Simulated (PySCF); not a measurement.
Molfile (atoms numbered from 1):
```
C3F6PS2
     RDKit          3D

 12 11  0  0  0  0  0  0  0  0999 V2000
   -1.3353   -0.5494    1.4204 F   0  0  0  0  0  0  0  0  0  0  0  0
   -1.4106   -0.7563    0.1044 C   0  0  0  0  0  0  0  0  0  0  0  0
   -2.5103   -0.0964   -0.3231 F   0  0  0  0  0  0  0  0  0  0  0  0
   -1.6587   -2.0540   -0.0905 F   0  0  0  0  0  0  0  0  0  0  0  0
    0.1030   -0.2306   -0.9368 P   0  0  0  0  0  0  0  0  0  0  0  0
    1.5722   -1.0580   -0.1630 C   0  0  0  0  0  0  0  0  0  0  0  0
    1.4155   -2.3823    0.8271 S   0  0  0  0  0  0  0  0  0  0  0  0
    2.9295   -0.2902   -0.7933 S   0  0  0  0  0  0  0  0  0  0  0  0
    0.2208    1.5018   -0.1555 C   0  0  0  0  0  0  0  0  0  0  0  0
    0.9877    2.3129   -0.8863 F   0  0  0  0  0  0  0  0  0  0  0  0
   -1.0019    2.0719   -0.1208 F   0  0  0  0  0  0  0  0  0  0  0  0
    0.6880    1.5304    1.0918 F   0  0  0  0  0  0  0  0  0  0  0  0
  1  2  1  0
  2  3  1  0
  2  4  1  0
  2  5  1  0
  5  6  1  0
  6  7  2  0
  6  8  1  0
  5  9  1  0
  9 10  1  0
  9 11  1  0
  9 12  1  0
M  CHG  1   8  -1
M  END
```

Geometry: PBE0-D3(BJ)/def2-SVP; GIAO shifts from PySCF 2.14.0 with density-fitted response routines, gas phase, non-relativistic, averaged over equivalent atoms.

At PBE0/pcSseg-1 (225 basis functions, 49 s wall time on 1 thread of an Arm Neoverse V2, shared host):
```tsv
atoms	δ (ppm)
F1/F3/F4/F10/F11/F12	-67.8
C6	260.0
C2/C9	134.2
P5	-13.0
S7/S8	700.5
```

Shifts are taken against calculated references (same method and geometry level): 19F (177.25 ppm) against CFCl3; 13C (184.41 ppm) against TMS; 31P (310.13 ppm) vs H3PO4; 33S (495.66 ppm) vs CS2.

Task: Predict the values at KT2/pcSseg-2 on the same geometry.

Result: 
```tsv
atoms	δ at KT2/pcSseg-2	change
F1/F3/F4/F10/F11/F12	-88.3	-20.5
C6	241.1	-18.9
C2/C9	137.5	+3.3
P5	-28.6	-15.6
S7/S8	656.8	-43.7
```

Chemical shifts δ = σref − σ; 19F (σref 136.34) against CFCl3; 13C (σref 182.28) against TMS; H3PO4 for 31P (σref 313.10); CS2 for 33S (σref 525.25), all at this level.

The largest change is at S7/S8 (sulfur of a delocalised unit). Cost: 453 basis functions, 2.5 min wall time on 1 thread of an Arm Neoverse V2, shared host.

Unscaled 19F shifts against computed CFCl3 carry errors that often reach 10 to 50 ppm. Experimental scales use liquid or dissolved standards, which lie at an offset from isolated H3PO4.
